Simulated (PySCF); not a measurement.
## MoH2: from structure and modes to constants

All numbers come from UPBE0/[Mo def2-TZVP with ECP28, H def2-TZVP], scalar-relativistic core potentials, density fitting, no spin–orbit coupling, PySCF.

The quintet minimum has C2v symmetry. Masses (u): Mo 97.90541, H 1.00782.

```xyz
3
charge 0 multiplicity 5, angstrom
Mo    0.0000    0.0000   -0.0202
H     1.3811    0.0000    0.9810
H    -1.3811    0.0000    0.9810
```

Harmonic wavenumbers (cm⁻¹): 568.4 (a1, ×1), 1823.4 (b2, ×1), 1839.3 (a1, ×1).

What is the harmonic zero-point energy?

Half the sum of all 3 wavenumbers, 4231/2 = 2116 cm⁻¹, which is 25.3 kJ/mol (1 cm⁻¹ = 0.0119627 kJ/mol).

Find the vibrational entropy and heat capacity at 298.15 K.

With u = 1.43878 ω/T, each mode gives S = R[u/(eᵘ−1) − ln(1−e⁻ᵘ)] and C = R u² eᵘ/(eᵘ−1)².
| ω (cm⁻¹) | u | S (J/(mol K)) | C (J/(mol K)) |
| --- | --- | --- | --- |
| 568.4 | 2.743 | 2.12 | 4.60 |
| 1823.4 | 8.799 | 0.01 | 0.10 |
| 1839.3 | 8.876 | 0.01 | 0.09 |
The sums over all modes are S = 2.1 and C = 4.8 J/(mol K); the softest mode gives 99 % of the entropy.

This need not be the most stable arrangement of these atoms. Open d and f shells are described by one determinant, and the ground state may have another occupation or spin.
